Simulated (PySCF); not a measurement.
Question: Write Cartesian coordinates for InChI=1S/C5H7BO/c1-7-5-2-3-6-4-5/h2-4,6H,1H3 as optimised with BHandHLYP/cc-pVDZ.

Answer: 
```xyz
14
C5H7BO angstrom
C      2.2694    0.3429   -0.6676
O      1.0969    1.0334   -0.2879
C      0.0328    0.3044    0.0002
C     -0.1559   -1.0369    0.0036
B     -1.6172   -1.2271    0.4348
C     -2.1965    0.2486    0.6659
C     -1.1940    1.0819    0.3977
H      3.0250    1.1021   -0.8616
H      2.6036   -0.3191    0.1363
H      2.0928   -0.2469   -1.5715
H      0.6022   -1.7630   -0.2517
H     -2.2152   -2.2538    0.5745
H     -3.1820    0.5765    0.9746
H     -1.1769    2.1658    0.4335
```

Any rigid rotation of these coordinates is as good. Atoms count from 1 in this order. B5 (ring boron) is planar (angles 127.9°, 126.4° and 105.7°, sum 360.0°, 0.00 Å off the plane of its three neighbours). The 7 heavy atoms lie in one plane (0.001 Å rms). The 3 C–C bonds span 1.331 Å (C6=C7, drawn double) to 1.506 Å (C3–C7, drawn single), a spread of 0.175 Å. O2 (ether oxygen) is bent (angle 117.2°).

Bonds between heavy atoms (Å): C1–O2 1.413, O2–C3 1.322, C3=C4 1.355, C4–B5 1.535, B5–C6 1.602, C6=C7 1.331, C3–C7 1.506.

The calculation used BHandHLYP/cc-pVDZ geometry optimisation, gas phase in PySCF 2.14.0.

Point group: Cs (every atom within 0.08 Å of its image). Stationary, but not proved a minimum. The numbers are those of one conformer (C1–O2–C3–C4 0°).

Time: 41 s of wall time; peak memory 0.58 GiB. Hardware: an Arm Neoverse V1 with one thread, shared host with 64 logical CPUs at a one-minute load of 22. That covers the optimisation of the geometry.
